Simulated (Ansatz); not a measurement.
Au4. Charge 0, multiplicity 1. Geometry PBE-D4/def2-SVP.

```xyz
4

Au   -0.581   -1.156    0.308
Au   -0.168   -0.532   -2.312
Au    0.582    1.156   -0.308
Au    0.167    0.532    2.312
```

In the def2 sets Au takes a core potential; there is no spin–orbit coupling. HSE06 is defined as in plane-wave codes, on full-range PBE exchange. At HF/def2-TZVP the restricted singlet is unstable: a solution with broken spin symmetry lies lower. The structure comes from a short search, and lower isomers may exist.

Q: Estimate the orbital energies around the gap (eV) in Ansatz with HF/def2-TZVP, PBE-D4/def2-SVP, B97M-V/def2-TZVP, PBE0-D4/def2-SVP, HSE06-D4/def2-TZVP.

A: 
| orbital | HF/def2-TZVP | PBE-D4/def2-SVP | B97M-V/def2-TZVP | PBE0-D4/def2-SVP | HSE06-D4/def2-TZVP |
| --- | --- | --- | --- | --- | --- |
| HOMO−5 | -11.49 | -6.68 | -6.89 | -8.06 | -7.66 |
| HOMO−4 | -11.43 | -6.68 | -6.86 | -8.00 | -7.61 |
| HOMO−3 | -11.32 | -6.66 | -6.85 | -8.00 | -7.60 |
| HOMO−2 | -10.62 | -6.62 | -6.85 | -7.99 | -7.58 |
| HOMO−1 | -9.84 | -6.30 | -6.44 | -7.50 | -7.09 |
| HOMO | -6.43 | -5.62 | -5.42 | -6.05 | -5.72 |
| LUMO | -0.74 | -4.63 | -4.47 | -3.81 | -4.19 |
| LUMO+1 | 0.31 | -3.50 | -3.25 | -2.64 | -3.01 |
| LUMO+2 | 0.93 | -1.74 | -1.90 | -1.12 | -1.54 |
| LUMO+3 | 1.73 | -1.06 | -1.14 | -0.39 | -0.84 |
| LUMO+4 | 1.82 | -1.00 | -1.06 | -0.30 | -0.78 |
| LUMO+5 | 2.30 | -0.37 | -0.39 | 0.36 | -0.15 |
